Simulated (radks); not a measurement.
The silver ion Ag+, configuration [Kr] 4d9.25 5p0.75 (fractional occupations, a model configuration). All-electron calculation, Dirac Kohn-Sham, BLYP, spin-unpolarised, spherical densities, point nucleus; open shells are shared between the two j in proportion to 2j + 1. Program: a radial shooting solver on a logarithmic mesh with Libxc functionals. Some entries of the table are withheld. Estimate them.

orbital,occ.,eigenvalue (Ry),<r^2> (bohr^2),<r> (bohr)
1s1/2,2,-1861.916,0.001308,0.03111
2s1/2,2,-274.8763,0.02140,0.1345
2p1/2,2,(1),0.01599,0.1141
2p3/2,4,(2),0.01732,0.1192
3s1/2,2,-51.14476,0.1554,0.3684
3p1/2,2,-43.44983,0.1508,0.3601
3p3/2,4,-41.17491,0.1599,0.3710
3d3/2,4,-27.54558,0.1409,0.3438
3d5/2,6,-27.08738,0.1437,0.3473
4s1/2,2,-7.91052,0.9384,0.9098
4p1/2,2,-5.48330,1.091,(3)
4p3/2,4,-5.10475,1.162,(4)
4d3/2,3.7,-1.44620,2.148,(5)
4d5/2,5.55,-1.40210,2.213,(6)
5p1/2,0.25,-0.58696,13.44,3.424
5p3/2,0.5,-0.56378,14.30,3.534

Answer. 
(1) 2p1/2 eigenvalue (Ry): -255.5294
(2) 2p3/2 eigenvalue (Ry): -242.6362
(3) 4p1/2 <r> (bohr): 0.9754
(4) 4p3/2 <r> (bohr): 1.006
(5) 4d3/2 <r> (bohr): 1.331
(6) 4d5/2 <r> (bohr): 1.351
